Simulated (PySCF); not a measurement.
**Gd(III) with more and more H2O**

Computed with PySCF 2.14.0, PBE0, def2-SVP on the ligands, density fitting, scalar-relativistic core potentials, no spin-orbit coupling, vacuum. The metal has lcecp-1-SVP with ECP53. Each complex is relaxed within the symmetry of its template. Distances are means of the shortest metal–ligand contacts, charges and spins Mulliken's; removal energies are rigid, with the ligand's formal charge and no counterpoise, so too large; for an anion taken off a cation in vacuum most of it is the attraction of opposite charges, and multiply charged cations can part far more cheaply with an electron moved from ligand to metal. lcecp potentials hold a fixed number of 4f electrons in the core, out of states, spins and gaps.

```json
{"complex": "[Gd(H2O)]3+", "point group": "C2v", "M–H2O (Å)": "2.200", "charge on M (e)": "2.56", "removal of one H2O (eV)": "5.09", "strongest infrared band, degenerate modes summed (cm⁻¹)": "3399", "unstable modes (below −25 cm⁻¹)": "0"}
{"complex": "[Gd(H2O)3]3+", "point group": "D3h", "M–H2O (Å)": "2.290", "charge on M (e)": "2.02", "removal of one H2O (eV)": "3.70", "strongest infrared band, degenerate modes summed (cm⁻¹)": "–", "unstable modes (below −25 cm⁻¹)": "4"}
{"complex": "[Gd(H2O)4]3+", "point group": "S4", "M–H2O (Å)": "2.307", "charge on M (e)": "1.77", "removal of one H2O (eV)": "3.37", "strongest infrared band, degenerate modes summed (cm⁻¹)": "–", "unstable modes (below −25 cm⁻¹)": "not given"}
```

**Question.** What does the calculation give for [Gd(H2O)2]3+?

**Answer.** point group: C1, M–H2O (Å): 2.239, charge on M (e): 2.24, removal of one H2O (eV): 4.33, strongest infrared band, degenerate modes summed (cm⁻¹): 3488, unstable modes (below −25 cm⁻¹): 0.
```xyz
7

Gd   -1.0790    0.1469    0.0058
O     0.1730   -0.0704    1.8494
H     1.0960    0.2536    2.0228
H    -0.0746   -0.4937    2.7146
O     0.1674    0.0383   -1.8507
H     1.0952   -0.2974   -1.9660
H    -0.0843    0.3035   -2.7758
```

The more ligands, the longer each bond and the weaker the last ligand is held.

Members with unstable modes aren't minima as they stand: saddle points kept by symmetry or, where the modes are soft, flat surfaces and noise. Moved off a saddle point of the template and relaxed again: [Gd(H2O)2]3+, [Gd(H2O)4]3+. One start shape was tried for each, so a minimum needn't be the lowest isomer.
